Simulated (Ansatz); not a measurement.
Species: C2H5N, charge 0, singlet. C2H5N (SMILES C=NC).
B3LYP-D3(BJ)/def2-TZVP minimum from Ansatz (a quantum-chemistry and plane-wave program):
```
N
C 1 1.2590
H 2 1.0883 1 119.48
H 2 1.0987 3 117.18 1 180.00
C 1 1.4479 2 118.24 3 -180.00
H 5 1.0921 1 108.92 2 -121.86
H 5 1.0921 6 106.91 1 117.56
H 5 1.0989 6 109.13 7 117.91
```
Charge 0, spin multiplicity 1.

Hartree-Fock and CCSD correlation energies in hartree (Ansatz). Open shells are spin-unrestricted; no spin-orbit coupling. Cores are frozen in correlated methods. No relativity.

```json
[
 {"basis": "cc-pVTZ", "X": "3", "E(HF)": "-133.11122", "E(corr, CCSD)": "-0.57115"},
 {"basis": "cc-pVQZ", "X": "4", "E(HF)": "-133.12062", "E(corr, CCSD)": "-0.59963"},
 {"basis": "cc-pV5Z", "X": "5", "E(HF)": "-133.12290", "E(corr, CCSD)": "withheld"}
]
```

Problem. Fit E(corr) = E∞ + A/X³ to X = 3 and 4, predict X = 5, and compare with the run.

Solution. A = (-0.57115 - (-0.59963))/(1/27 - 1/64) = 1.3301; E∞ = -0.59963 - A/64 = -0.62041; at X = 5, E∞ + A/125 = -0.60977. The run gave -0.60883, 0.94 mEh above the prediction. The same form on X = 4 and 5 gives E∞ = -0.61848, 1.93 mEh above the first estimate.
